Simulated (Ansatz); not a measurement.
Consider the redistribution: `[OH][Mg][Cl]` + `[SiH3][GaH][Cl]` → `[OH][MgH]` + `[SiH3][Ga]([Cl])[Cl]`.

Gas-phase electronic energies from Ansatz, PBE0-D4/def2-TZVP geometries. CBS: MP2 limit from def2 TZ/QZ plus the TZ coupled-cluster correction, frozen cores. Functionals use def2-TZVPP. For Ga, Mg outer-core shells are correlated without core-valence functions, which leaves a few kJ/mol of doubt a bond. Scalar relativity is left out up to krypton. One conformer a species, not always the lowest.

```tsv
level	ΔE (kJ/mol)
ωB97M-V	66.3
SCS-MP2/def2-QZVPP	71.9
```

What does CCSD(T)/CBS give? (An estimate is asked.)

The calculation gave: +71.0 kJ/mol. The listed levels differ from it by -4.7, 0.9 kJ/mol.

Largest T1 diagnostic among the species: 0.013.

Leaving LDA and LC-ωPBE aside and taking each functional with its dispersion term where it has one, the values, not all of them listed here, spread over 15.2 kJ/mol, from B97M-V to r2SCAN0-D4. LDA lies −4.6 kJ/mol from PBE without D4. The D4 term adds −4.9 kJ/mol with B3LYP and −2.7 kJ/mol with PBE0; it sums over pairs of atoms, weighted by their polarisabilities, and B3LYP, whose exchange is more repulsive, gets the larger term. From PBE to PBE0 (25 % exact exchange), in def2-TZVPP and without D4, ΔE moves by +4.1 kJ/mol.

B3LYP here is the variant with VWN-RPA as its local correlation; programs differ in this.
